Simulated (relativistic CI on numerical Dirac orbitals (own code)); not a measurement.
One change at a time: Ce LVI

Base calculation: Dirac-Coulomb-Breit CI, orbitals from a KLI potential per configuration, a model potential for QED, unscaled Slater integrals.

Configurations in the expansion (outside the closed core 1s2): 2s, 2p, 3s, 3p, 3d, 4s, 4p, 4d, 4f, 5s, 5p, 5d, 5f, 5g. Levels of other configurations are missing.

Variants: (1) configuration mixing switched off; (2) Breit term removed. Shifts of the energy above 2s 2S_1/2, in eV, for the lowest level and the first level of each name with at least 55 % of one term (blank where a level changes its place among those of its configuration and J or its character, or is not in the variant):

```
     Level     Base   Δ(1)   Δ(2)
 2s 2S_1/2     0.00   0.00   0.00
2p 2P°_1/2   132.82  +0.02  -7.35
2p 2P°_3/2   641.55  -0.01  +1.10
 3s 2S_1/2  6451.67  -0.02  +5.12
3p 2P°_1/2  6488.14  -0.03  +3.18
3p 2P°_3/2  6639.42  -0.02  +5.45
 3d 2D_3/2  6650.34  -0.02  +6.98
 3d 2D_5/2  6695.71  -0.02  +7.08
 4s 2S_1/2  8673.53  -0.02  +6.30
4p 2P°_1/2  8688.42  -0.03  +5.51
4p 2P°_3/2  8751.99  -0.02  +6.43
 4d 2D_3/2  8756.57  -0.02  +7.04
 4d 2D_5/2  8775.78  -0.02  +7.09
4f 2F°_5/2  8775.99  -0.02  +7.11
4f 2F°_7/2  8785.42  -0.02  +7.12
 5s 2S_1/2  9689.66  -0.02  +6.70
5p 2P°_1/2  9697.15  -0.03  +6.31
5p 2P°_3/2  9729.55  -0.02  +6.77
 5d 2D_3/2  9731.89  -0.02  +7.07
 5d 2D_5/2  9741.73  -0.02  +7.10
5f 2F°_5/2  9741.85  -0.02  +7.11
 5g 2G_7/2  9746.68  -0.02  +7.12
```

At this charge energies of transitions that change n are usually good to better than 1 %, and those within a shell (Δn = 0) to a few per cent.

Ionisation energy from the two ground configurations alone: base 11459.1 eV; Breit term removed 11466.2 eV. The NIST ASD value (theoretical) is 11459.9 eV.
